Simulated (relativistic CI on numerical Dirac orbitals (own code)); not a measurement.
## One change at a time: Zn¹⁸⁺

Base calculation: Dirac-Coulomb-Breit CI, orbitals from a KLI potential per configuration, model QED (radiative potential, 1s self-energy scaled to tabulated hydrogen-like ionisation energies), unscaled Slater integrals.

Configurations in the expansion (outside the closed core [Ne]): 3s2, 3s 3p, 3p2, 3s 3d, 3d2, 3p 3d, 3p 4s, 3d 4s, 3s 4s, 3s 4p, 3s 4d, 3s 4f, 3s 5s, 3s 5p, 3s 5d, 4s2, 3s 5f, 3s 5g, 3s 6s, 3s 6p, 3s 6d. Levels of other configurations are missing.

Variants: (1) one mean potential for all configurations. Shifts of the energy above 3s2 1S_0, in cm⁻¹, for the lowest level and the first level of each name with at least 55 % of one term (blank where a level changes its place among those of its configuration and J or its character, or is not in the variant):

```tsv
Level	Base	Δ(1)
3s2 1S_0	0	0
3s 3p 3P°_0	293975	+184
3s 3p 3P°_1	305162	+185
3s 3p 3P°_2	335286	+184
3s 3p 1P°_1	458370	+238
3p2 3P_0	704346	+407
3p2 1D_2	721815	+347
3p2 3P_1	728139	+385
3p2 3P_2	764454	+351
3p2 1S_0	861464	+513
3s 3d 3D_1	870131	+177
3s 3d 3D_2	872624	+175
3s 3d 3D_3	876561	+172
3s 3d 1D_2	983002	+262
3p 3d 3F°_2	1184254	+530
3p 3d 3F°_3	1205021	+513
3p 3d 1D°_2	1220874	+428
3p 3d 3F°_4	1230358	+487
3p 3d 3D°_1	1257463	+414
3p 3d 3D°_3	1283945	+356
3p 3d 3P°_0	1286798	+484
3p 3d 3P°_1	1287174	+453
```

At this charge energies of transitions that change n are usually good to better than 1 %, and those within a shell (Δn = 0) to a few per cent.

Ionisation energy from the two ground configurations alone: base 693.338 eV. The NIST ASD value (semi-empirical) is 697.5 eV.

LS names give the leading component of a level, which can be under half, so a name can repeat, a term be missing and a line seem to break the LS rules.
